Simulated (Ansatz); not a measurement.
Consider the redistribution: `C[CH2][GeH]([OH])[OH]` + `O[SiH](O)[SiH3]` → `[OH][GeH]([OH])[SiH3]` + `CC[SiH](O)O`.

Isolated molecules relaxed with PBE0-D4/def2-TZVP in Ansatz; ΔE leaves out vibrations. CCSD(T)/CBS is the MP2 limit (def2-TZVPP, def2-QZVPP) plus CCSD(T) − MP2 in def2-TZVPP, frozen cores. This one scheme is used for every species. Functionals use def2-TZVPP. B3LYP here is the variant with VWN-RPA as its local correlation; programs differ in this. For Ge outer-core shells are correlated without core-valence functions, which leaves a few kJ/mol of doubt a bond. Scalar relativity is left out up to krypton. Each species was taken in one conformer, which may not be the lowest.

`C[CH2][GeH]([OH])[OH]`:

Z-matrix (Å, degrees):
```
C
C 1 1.523
H 1 1.093 2 111.7
H 1 1.092 2 111.2 3 -120.2
H 1 1.093 2 111.2 3 119.8
Ge 2 1.934 1 113.1 3 61.6
H 2 1.093 1 111.2 3 -179.1
H 2 1.093 1 111.6 3 -60.0
O 6 1.784 2 108.0 1 62.7
O 6 1.777 2 106.0 1 179.3
H 6 1.549 2 116.5 1 -58.0
H 9 0.959 6 113.1 2 -141.2
H 10 0.959 6 113.3 2 -167.7
```

`O[SiH](O)[SiH3]`:

Cartesian coordinates in Å:
```
O -0.529 1.911 0.180
Si -0.727 0.275 0.214
O -0.665 -0.344 1.739
Si 0.973 -0.845 -0.946
H 0.322 2.259 0.452
H -2.079 0.090 -0.375
H -1.361 -0.097 2.350
H 2.301 -0.484 -0.374
H 0.962 -0.444 -2.379
H 0.802 -2.320 -0.862
```

`[OH][GeH]([OH])[SiH3]`:

```xyz
10

O    -0.613   -1.904    0.758
Ge    0.505   -0.808   -0.096
O     1.871   -0.371    0.963
Si   -0.659    1.172   -0.776
H    -1.164   -1.462    1.406
H     1.133   -1.683   -1.183
H     1.647    0.283    1.628
H    -1.810    0.825   -1.648
H     0.258    2.092   -1.498
H    -1.167    1.857    0.445
```

`CC[SiH](O)O`:

Cartesian coordinates in Å:
```
C 0.059 1.603 -0.836
C 0.299 0.765 0.418
Si -0.430 -0.942 0.326
O -0.206 -1.806 1.710
O 0.289 -1.652 -0.976
H 0.502 1.131 -1.715
H -1.010 1.725 -1.035
H 0.488 2.603 -0.740
H -0.119 1.261 1.301
H 1.375 0.667 0.607
H -1.906 -0.931 0.164
H 0.693 -1.911 2.025
H -0.036 -2.512 -1.246
```

(1) Is it downhill or uphill in electronic energy at CCSD(T)/CBS, and by how much? (Best estimate.)

(2) What do these levels give: PBE-D4, r2SCAN-D4, PBE0-D4, B2PLYP, PBE, B3LYP, HF/def2-TZVPP, SCS-MP2/def2-TZVPP, CCSD(T)/def2-TZVPP, HF/def2-QZVPP, HF/CBS(def2), CCSD/CBS(def2)? (Best estimate.)

Largest T1 diagnostic among the species: 0.013.

Answers

(1) The calculation gave: Downhill: ΔE = -22.8 kJ/mol.

(2) Computed: PBE-D4 -25.7, r2SCAN-D4 -28.0, PBE0-D4 -25.2, B2PLYP -26.0, PBE -25.6, B3LYP -26.9, HF/def2-TZVPP -23.7, SCS-MP2/def2-TZVPP -23.1, CCSD(T)/def2-TZVPP -22.6, HF/def2-QZVPP -24.4, HF/CBS(def2) -24.5, CCSD/CBS(def2) -22.5 kJ/mol.
